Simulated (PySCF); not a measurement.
**[DySF]− at several levels of theory**

Computed with PySCF 2.14.0 (density fitting, no spin-orbit coupling) at the geometry relaxed with PBE0:

```xyz
3
[DySF]− (singlet in the valence; each metal's 4f electrons, 10 of them, lie in its core potential, out of spins and levels)
Dy   -0.2076    0.0000   -0.1633
S     2.2027    0.0000    0.7685
F    -2.2260    0.0000    0.6273
```

| level | basis | state | HOMO (eV) | gap (eV) | charge on Dy1 (e) | population of f-type functions on Dy1 (polarisation alone where 4f lies in the core) | dipole about the centre of mass (D) | largest force component (eV/Å) |
| --- | --- | --- | --- | --- | --- | --- | --- | --- |
| PBE0 | Dy lcecp-0-SVP with ECP56, S def2-SVP, F def2-SVP | singlet | – | – | 0.19 | 0.02 | 8.76 | 0.02 |
| TPSS | the same | singlet | – | – | 0.11 | 0.02 | 8.30 | 0.18 |
| M06-L | the same | singlet | – | – | 0.26 | 0.02 | 9.07 | 0.24 |

In the lcecp rows the 4f levels are missing from HOMO and gap, and the state counts the valence alone.

Charges are Mulliken's, which hang on the basis. The relaxation used the grid (50, 194), these runs (75, 302) or, all-electron (x2c bases, spin-free X2C Hamiltonian), (99, 590).

Problem. What does PBE0 with Dy lcecp-0-TZVP with ECP56, S def2-TZVP, F def2-TZVP give here?

Solution. state singlet, charge on Dy1 (e) 0.68, population of f-type functions on Dy1 (polarisation alone where 4f lies in the core) 0.03, dipole about the centre of mass (D) 9.51, largest force component (eV/Å) 0.30. Time: 5.5 s on 2 threads of Arm Neoverse V2 (shared host), from free ions and atoms.

An lcecp potential fixes the number of 4f electrons, so in runs with it no electron can move into or out of that shell; real Dy(II) is rare or takes another configuration.
